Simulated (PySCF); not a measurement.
C₃H₆, SMILES C1CC1. Atoms are numbered in the order given.

```xyz
9

C      0.8643     0.0000     0.0000
C     -0.4322    -0.7485     0.0000
C     -0.4322     0.7485     0.0000
H      1.4516     0.0000     0.9097
H      1.4516     0.0000    -0.9097
H     -0.7258    -1.2571    -0.9097
H     -0.7258    -1.2571     0.9097
H     -0.7258     1.2571     0.9097
H     -0.7258     1.2571    -0.9097
```

Geometry optimised at PBE0-D3(BJ)/def2-TZVP.

Computed with TDDFT-PBE/def2-SVPD (PySCF 2.14.0).

Vertical excitations; the highest root listed may be one member of a degenerate set. Isolated molecule, no solvent. State labels are in the subgroup C2v.

Problem. Give excitation energies, oscillator strengths and character. (Estimate from the structure and the level; the computed values follow.)

Solution. 
```
state  symmetry  energy (eV)  λ (nm)      f                                   main pairs
-----  --------  -----------  ------  -----  -------------------------------------------
S1           A1         7.57     164  0.002                   HOMO→LUMO (degenerate set)
S2           B1         7.57     164  0.002                 HOMO−1→LUMO (degenerate set)
S3           B1         8.20     151  0.000         HOMO→LUMO+1 50 %, HOMO−1→LUMO+2 50 %
S4           A1         8.20     151  0.000         HOMO→LUMO+2 50 %, HOMO−1→LUMO+1 50 %
S5           B1         8.26     150  0.079  HOMO−1→LUMO+2, HOMO→LUMO+1 (degenerate set)
S6           A1         8.26     150  0.079  HOMO−1→LUMO+1, HOMO→LUMO+2 (degenerate set)
S7           A2         8.39     148  0.000               HOMO−1→LUMO+3 (degenerate set)
S8           B2         8.39     148  0.000                 HOMO→LUMO+3 (degenerate set)
S9           A2         9.08     137  0.000                 HOMO−3→LUMO (degenerate set)
S10          B2         9.08     137  0.000                 HOMO−2→LUMO (degenerate set)
T1           A1         7.40     167      0                   HOMO→LUMO (degenerate set)
T2           B1         7.40     167      0                 HOMO−1→LUMO (degenerate set)
T3           B1         8.04     154      0         HOMO→LUMO+1 52 %, HOMO−1→LUMO+2 48 %
T4           B1         8.05     154      0         HOMO−1→LUMO+2 52 %, HOMO→LUMO+1 47 %
```
Triplets are in the Tamm–Dancoff approximation, which puts them higher than full response would, so one can lie above its singlet here.
